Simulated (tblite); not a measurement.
(5,2) BP nanotube piece (B11P11H14) at step 7 of a GFN2-xTB optimisation (tblite, gas phase), coordinates in Å:

```
  1 B     3.4305    0.9073    0.6090
  2 P     2.4894    2.4443    0.2019
  3 B     1.9784    2.6366   -1.5424
  4 P     0.3610    3.4528   -1.8407
  5 B     1.2927    3.0570    1.4982
  6 P    -0.4930    3.2789    1.0892
  7 B    -0.9237    2.8106   -0.6623
  8 P    -2.6683    2.1625   -0.8978
  9 B    -1.6839    2.6982    2.4161
 10 P    -2.8225    1.3734    1.9094
 11 B    -2.9009    0.6475    0.2209
 12 P    -3.1159   -1.1406   -0.2317
 13 B    -2.7030   -1.4968   -1.9965
 14 P    -1.6185   -2.9522   -2.2818
 15 B    -2.2443   -2.1956    1.0447
 16 P    -0.7608   -3.2040    0.6386
 17 B    -0.1755   -2.9721   -1.1164
 18 P     1.6707   -3.2319   -1.3772
 19 B     0.5601   -3.2188    1.9709
 20 P     2.1365   -2.5055    1.4604
 21 B     2.5790   -2.0079   -0.2499
 22 P     3.7443   -0.5652   -0.5052
 23 H     3.5523    0.5767    1.7142
 24 H     2.7836    2.4879   -2.3812
 25 H    -0.0076    3.5703   -3.1726
 26 H     1.6479    3.1587    2.6024
 27 H    -2.8433    1.8500   -2.2308
 28 H    -1.5956    3.0519    3.5376
 29 H    -3.4390    0.6480    2.9020
 30 H    -3.3162   -0.9604   -2.8456
 31 H    -1.3318   -3.2081   -3.6117
 32 H    -2.6039   -2.0889    2.1505
 33 H     1.9787   -3.0428   -2.7086
 34 H     0.3185   -3.5103    3.0861
 35 H     3.0680   -2.2444    2.4366
 36 H     3.6570   -0.2672   -1.8351
```

Q: What are the forces on the atoms (eV/Å)?

A: 
```
  1 B    -0.74   -0.30   -0.35
  2 P     0.26   -0.25    0.35
  3 B    -0.25    0.40   -0.31
  4 P     0.10    0.11   -0.04
  5 B    -0.07   -0.30   -0.17
  6 P     0.34   -0.07    0.18
  7 B    -0.29    0.04    0.10
  8 P    -0.01    0.10   -0.13
  9 B     0.09   -0.42   -0.02
 10 P    -0.10    0.24    0.37
 11 B     0.14    0.32   -0.22
 12 P     0.05    0.14    0.14
 13 B     0.03   -0.31   -0.08
 14 P    -0.18   -0.04   -0.07
 15 B     0.13    0.16   -0.14
 16 P    -0.32    0.22    0.13
 17 B     0.25   -0.21    0.12
 18 P     0.04    0.01   -0.03
 19 B     0.00    0.27    0.01
 20 P    -0.08   -0.35    0.55
 21 B    -0.19    0.35   -0.14
 22 P     0.30   -0.35   -0.01
 23 H     0.06    0.15    0.49
 24 H    -0.17   -0.07   -0.12
 25 H    -0.02   -0.45    0.05
 26 H     0.03   -0.02    0.17
 27 H     0.23   -0.29   -0.18
 28 H    -0.02   -0.10   -0.28
 29 H     0.16   -0.04    0.11
 30 H     0.22   -0.10    0.01
 31 H     0.22    0.37    0.00
 32 H     0.07   -0.01    0.17
 33 H    -0.07    0.39   -0.18
 34 H     0.06    0.09   -0.24
 35 H    -0.05    0.12    0.05
 36 H    -0.22    0.21   -0.29
```
